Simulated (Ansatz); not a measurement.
`N#CB(F)F` + CH₃SH → `CSB(F)F` + `C#N`  (ligand exchange at a B–C bond)

Program: Ansatz. Geometries: PBE0-D4/def2-TZVP. ΔE: electronic, gas phase. CCSD(T)/CBS adds triple-zeta CCSD(T) − MP2 to the extrapolated MP2 energy (def2 sets, frozen cores). This one scheme is used for every species. Functionals use def2-TZVPP. B3LYP here is the variant with VWN-RPA as its local correlation; programs differ in this. One conformer a species, not always the lowest.

`N#CB(F)F`:

Cartesian coordinates in Å:
```
N 0.055 -2.102 0.125
C 0.025 -0.955 0.057
B -0.015 0.586 -0.035
F -0.465 1.162 -1.117
F 0.400 1.309 0.970
```

CH₃SH:

Z-matrix (Å, degrees):
```
C
S 1 1.806
H 1 1.089 2 111.5
H 1 1.089 2 111.5 3 -123.8
H 1 1.090 2 106.2 3 118.1
H 2 1.342 1 97.1 3 61.9
```

`CSB(F)F`:

```xyz
8

C     0.646    0.899    0.568
S     0.723   -0.895    0.326
B    -0.738   -1.175   -0.671
F    -1.034   -2.400   -1.063
F    -1.545   -0.195   -1.041
H     0.673    1.419   -0.387
H     1.525    1.170    1.150
H    -0.250    1.177    1.118
```

`C#N`:

Z-matrix (Å, degrees):
```
C
N 1 1.146
H 1 1.069 2 180.0
```

Problem. Is it downhill or uphill in electronic energy at CCSD(T)/CBS, and by how much? (Best estimate.)

Solution. The calculation gave: Downhill: ΔE = -9.1 kcal/mol.

Problem. What do these levels give: LDA (SPW92), PBE-D4, revPBE-D4, B3LYP-D4, revPBE, PBE0, B3LYP, CAM-B3LYP, CCSD(T)/def2-SVP, HF/def2-TZVPP, CCSD/def2-TZVPP, CCSD/CBS(def2)? (An estimate is asked.)

Solution. Computed: LDA (SPW92) -10.1, PBE-D4 -9.4, revPBE-D4 -9.6, B3LYP-D4 -8.5, revPBE -8.1, PBE0 -8.9, B3LYP -7.5, CAM-B3LYP -7.9, CCSD(T)/def2-SVP -8.3, HF/def2-TZVPP -6.6, CCSD/def2-TZVPP -8.1, CCSD/CBS(def2) -8.7 kcal/mol.

Largest T1 diagnostic among the species: 0.014.

In def2-TZVPP, CCSD(T) changes the Hartree–Fock value by −1.9 kcal/mol (the triples alone add −0.4 kcal/mol) and MP2 by −2.4 kcal/mol. The D4 term adds −1.0 kcal/mol with B3LYP and −0.5 kcal/mol with PBE0; it sums over pairs of atoms, weighted by their polarisabilities, and B3LYP, whose exchange is more repulsive, gets the larger term.
